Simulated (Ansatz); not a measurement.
Harmonic frequencies (cm⁻¹) at PBE0-D4/def2-TZVP from Ansatz: 105, 112, 156, 185, 259, 303, 510, 516, 749, 890, 1089, 1143, 1159, 1401, 1462, 1489, 1516, 3019, 3069, 3120, 3616.

Each molecule was computed in one conformer, which needn't be the lowest.

Task: Which molecule is it?
A. `[CH3][Al]([Cl])[Cl]`
B. `C[S][AlH][F]`
C. `[CH3][Al]([CH3])[Cl]`
D. `C[NH][Al]([F])[Cl]`

Result: D.
